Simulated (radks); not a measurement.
The numbers below are computed, except where a source is named.
How relativity changes the ionisation of the hafnium ion Hf2+ ([Xe] 4f14 5d2) to Hf3+ ([Xe] 4f14 5d1). Spin-unpolarised spherical Kohn-Sham, PBE, point nucleus unless stated (finite: rms radius 5.347 fm), a radial shooting solver on a logarithmic mesh with Libxc functionals. A level marked "c x" has the speed of light scaled by that factor and shares open shells by 2j + 1; other Dirac levels either fill j = l - 1/2 first or share by 2j + 1.

\begin{tabular}{lrrrrr}
level & E(Hf2+) (hartree) & E(Hf3+) (hartree) & IE (eV) & HOMO & <r> HOMO (bohr) \\ \hline
non-rel. & -14324.2421 & -14323.4156 & 22.490 & 5d & 2.068 \\
scalar-rel. & -15077.4028 & -15076.6019 & 21.794 & 5d & 2.116 \\
scalar-rel., finite nucleus & -15075.3470 & -15074.5461 & 21.794 & 5d & 2.116 \\
Dirac, 2j+1 shares & -15096.8704 & -15096.0698 & 21.783 & 5d5/2 & 2.144 \\
Dirac, low j first & -15096.8957 & -15096.0852 & 22.056 & 5d3/2 & 2.089 \\
Dirac, 2j+1 shares, finite nucleus & -15094.7970 & -15093.9964 & 21.784 & 5d5/2 & 2.144 \\
Dirac, c x 1.25 & -14791.7594 & -14790.9501 & 22.022 & 5d5/2 & 2.116 \\
Dirac, c x 10 & -14330.9394 & -14330.1132 & 22.483 & 5d5/2 & 2.068 \\
Dirac, c x 100 & -14324.3090 & -14323.4825 & 22.490 & 5d5/2 & 2.068 \\
\end{tabular}

NIST Atomic Spectra Database: 22.55 eV (theoretical). The relativistic part of the total energy of Hf2+ is -770.6 hartree (Dirac, 2j+1 shares, finite nucleus), 5.4 % of the non-relativistic value. Spin polarisation and multiplet splitting of open shells are left out at every level.

Beside tabulated values, note that relativity, absent from the non-relativistic runs, is large for the heavy elements, and spin-unpolarised runs miss the spin-polarisation part of the exchange energy of open shells.
